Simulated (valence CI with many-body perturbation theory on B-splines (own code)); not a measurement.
## E1 line list for Ti¹⁶⁺

Computed by configuration interaction combined with many-body perturbation theory (CI+MBPT): four valence electrons over a frozen Dirac-Fock core [He], a basis of 11 s, 11 p, 10 d, 8 f, 5 g, 2 h functions for each j, with the one-electron correlation potential Σ1, the two-electron term Σ2, the three-electron term Σ3, Breit, model QED; selected CI, second order for the rest, scaled by the run's own slope (own B-spline code, finite nucleus).

No measured levels were compared; by estimate levels of excited configurations hold to 0.05 to 0.15 % of their energy, terms of the ground configuration to about 0.5 %. Among the levels kept, up to 850 cm⁻¹ of a level comes from second order outside the variational space, and about a tenth of that is noise between levels of different J, which matters for small intervals.

Lines 201 to 250 of 569 in falling wavelength, among levels below 6474.2 × 10³ cm⁻¹, chosen from the strongest by gf and those to the six lowest levels. Wavelengths and rates use the calculated energies, so an error of 400 cm⁻¹ moves a line at 163.8 Å by 0.066 % and its rate by three times that or more. Electric multipoles are in the length gauge with retardation, E1 and E2 with the static RPA response of the core. Weak lines are less certain than strong ones. Lines between different terms over intervals too small for the method are left out, as are lines whose strength nearly cancels. The highest levels of a list are the least certain.

Names give the largest LS component (configuration and term), which can be under half, so a name can repeat, a term be missing and a line seem to break the LS rules; names also repeat where a configuration has a term twice. Letters in brackets count levels of one name in rising energy.

```
λ vac (Å)              Upper              Lower   A (s⁻¹)  S (a.u.)
    163.8        2p³3d ⁵D°_3       2s2p²3d ⁵D_4  7.00e+09  1.06e-01
    163.5        2p³3d ⁵D°_4       2s2p²3d ⁵D_4  3.49e+09  6.76e-02
    163.3         2p³3p ⁵P_2      2s2p²3p ⁵P°_3  9.98e+09  1.07e-01
    163.0           2p⁴ ¹S_0        2s2p³ ¹P°_1  5.43e+10  1.16e-01
    162.7         2p³3p ³P_2  2s2p²3p ³D°_3 [a]  1.51e+10  1.61e-01
    160.9         2p³3p ⁵P_3      2s2p²3p ⁵P°_3  3.62e+09  5.20e-02
    160.2         2p³3p ⁵P_3      2s2p²3p ⁵D°_4  1.53e+10  2.17e-01
    159.9        2p³3d ⁵D°_4       2s2p²3d ⁵F_5  1.54e+10  2.80e-01
    159.9        2s2p³ ³P°_1        2s²2p² ³P_2  3.16e+09  1.91e-02
    159.7        2p³3d ⁵D°_2       2s2p²3d ⁵D_3  7.44e+09  7.48e-02
    159.6           2p⁴ ³P_1        2s2p³ ³P°_2  9.15e+09  5.51e-02
    159.5         2p³3p ⁵P_1      2s2p²3p ⁵P°_2  9.71e+09  5.83e-02
    158.9        2p³3d ⁵D°_1       2s2p²3d ⁵D_2  8.01e+09  4.76e-02
    158.4        2s2p³ ³P°_2        2s²2p² ³P_2  1.24e+10  1.21e-01
    158.2        2p³3s ⁵S°_2       2s2p²3s ⁵P_3  1.51e+10  1.47e-01
    157.6         2p³3p ³P_1  2s2p²3p ³D°_2 [a]  1.21e+10  7.02e-02
    156.9        2p³3s ³S°_1   2s2p²3s ³P_2 [a]  2.28e+10  1.31e-01
    156.5         2p³3p ⁵P_2      2s2p²3p ⁵D°_3  6.31e+09  5.97e-02
    156.5         2p³3p ⁵P_3      2s2p²3p ⁵P°_2  3.80e+09  5.03e-02
    156.4         2p³3p ³P_2  2s2p²3p ³D°_2 [a]  4.87e+09  4.60e-02
    155.3        2p³3d ⁵D°_3       2s2p²3d ⁵F_4  8.58e+09  1.11e-01
    155.0        2p³3d ⁵D°_4       2s2p²3d ⁵F_4  6.20e+09  1.03e-01
    154.3         2p³3p ⁵P_3      2s2p²3p ⁵D°_3  8.02e+09  1.02e-01
    154.1        2s2p³ ³P°_0        2s²2p² ³P_1  1.47e+10  2.65e-02
    153.5        2s2p³ ³P°_1        2s²2p² ³P_1  7.76e+09  4.15e-02
    152.8   2s2p²3d ³F_2 [c]      2s²2p3d ³D°_1  6.29e+09  5.55e-02
    152.1        2p³3s ⁵S°_2       2s2p²3s ⁵P_2  1.21e+10  1.05e-01
    152.1        2s2p³ ³P°_2        2s²2p² ³P_1  9.97e+08  8.66e-03
    151.9         2p³3p ⁵P_2      2s2p²3p ⁵D°_2  7.92e+09  6.85e-02
    151.8        2p³3d ⁵D°_2       2s2p²3d ⁵F_3  6.39e+09  5.51e-02
    151.8        2p³3d ⁵D°_3       2s2p²3d ⁵F_3  7.13e+09  8.60e-02
    150.5        2p³3s ³S°_1   2s2p²3s ³P_1 [a]  1.43e+10  7.24e-02
    149.8   2s2p²3d ³D_3 [d]      2s²2p3d ³D°_3  4.67e+09  5.43e-02
    149.8        2p³3d ⁵D°_2       2s2p²3d ⁵F_2  7.57e+09  6.29e-02
    148.6   2s2p²3d ¹F_3 [b]      2s²2p3d ¹F°_3  2.23e+10  2.53e-01
    147.9   2s2p²3d ³D_3 [c]      2s²2p3d ¹D°_2  4.70e+09  5.25e-02
    147.5        2p³3s ¹P°_1       2s2p²3s ¹D_2  2.00e+10  9.51e-02
    147.4   2s2p²3d ³D_3 [e]      2s²2p3d ³P°_2  4.54e+09  5.02e-02
    147.2        2p³3s ⁵S°_2       2s2p²3s ⁵P_1  8.14e+09  6.41e-02
    146.8        2s2p³ ³P°_1        2s²2p² ³P_0  3.60e+09  1.68e-02
    146.5  2s2p²3p ³D°_3 [c]       2s²2p3p ³P_2  3.91e+09  4.25e-02
    146.3   2s2p²3d ³D_3 [c]      2s²2p3d ³F°_3  1.08e+10  1.17e-01
    146.0           2p⁴ ³P_2        2s2p³ ³D°_3  2.33e+10  1.79e-01
    145.3   2s2p²3d ³D_3 [e]      2s²2p3d ³D°_3  5.53e+09  5.86e-02
    145.3       2s2p²3s ³S_1      2s²2p3s ³P°_1  1.87e+10  8.51e-02
    145.3        2p³3s ³P°_1       2s2p²3s ³D_2  1.32e+10  5.97e-02
    144.3           2p⁴ ³P_2        2s2p³ ³D°_2  8.39e+09  6.23e-02
    144.2   2s2p²3d ³D_3 [d]      2s²2p3d ³F°_4  1.47e+10  1.52e-01
    144.1   2s2p²3d ³F_4 [c]      2s²2p3d ³F°_4  1.96e+10  2.60e-01
    144.0  2s2p²3p ³P°_2 [d]       2s²2p3p ³P_2  1.57e+10  1.16e-01
```
